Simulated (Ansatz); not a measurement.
Two members of one family (Series SbH2X), computed with Ansatz in the gas phase; def2 core potentials for I, Sb, no spin–orbit coupling. The two geometries come from different levels. Binding counts from free atoms in the multiplicity of their measured ground term, without zero-point energy. A dash marks a value that wasn't run or was left out as unsound. The structures are stationary points that may keep the symmetry of their start.

First: SbH2I (singlet, charge 0, r2SCAN-D4/def2-TZVP geometry).

Cartesian coordinates in Å:
```
Sb 0.6861 -0.2976 0.4407
H 0.3705 1.3802 0.5806
H -0.8506 -0.6367 1.1184
I -0.2059 -0.4458 -2.1397
```

```json
{"level": "LDA (SPW92)/def2-TZVP", "HOMO (eV)": "-6.26", "LUMO (eV)": "-3.08", "gap (eV)": "3.17", "vertical IE (eV)": "–", "vertical triplet (eV)": "–", "binding per atom (eV)": "2.37"}
{"level": "PBE-D4/def2-TZVP", "HOMO (eV)": "-6.12", "LUMO (eV)": "-2.85", "gap (eV)": "3.27", "vertical IE (eV)": "9.00", "vertical triplet (eV)": "3.14", "binding per atom (eV)": "2.03"}
{"level": "PBE0-D4/def2-SVP", "HOMO (eV)": "-7.10", "LUMO (eV)": "-2.08", "gap (eV)": "5.02", "vertical IE (eV)": "–", "vertical triplet (eV)": "–", "binding per atom (eV)": "1.94"}
{"level": "PBE0-D4/def2-TZVP", "HOMO (eV)": "-7.18", "LUMO (eV)": "-2.13", "gap (eV)": "5.05", "vertical IE (eV)": "9.20", "vertical triplet (eV)": "3.25", "binding per atom (eV)": "1.97"}
{"level": "CAM-B3LYP-D4/def2-TZVP", "HOMO (eV)": "-8.38", "LUMO (eV)": "-1.20", "gap (eV)": "7.18", "vertical IE (eV)": "–", "vertical triplet (eV)": "–", "binding per atom (eV)": "1.99"}
```

Second: SbH2Cl (singlet, charge 0, PBE0-D4/def2-TZVP geometry).

```xyz
4

Sb   -0.5636    0.4132    0.3816
H     0.5649   -0.4803    1.3088
H     0.7156    1.2716   -0.3666
Cl   -0.7169   -1.2044   -1.3238
```

Question: Estimate how these quantities change from the first to the second (second minus first).

Answer: 
```tsv
level	Δ HOMO (eV)	Δ LUMO (eV)	Δ gap (eV)	Δ vertical IE (eV)	Δ vertical triplet (eV)	Δ binding per atom (eV)
LDA (SPW92)/def2-TZVP	-0.43	0.36	0.79	–	–	0.23
PBE-D4/def2-TZVP	-0.45	0.36	0.81	0.68	0.62	0.21
PBE0-D4/def2-SVP	-0.43	0.58	1.01	–	–	0.19
PBE0-D4/def2-TZVP	-0.51	0.43	0.94	0.70	0.62	0.21
CAM-B3LYP-D4/def2-TZVP	-0.57	0.48	1.05	–	–	0.23
```
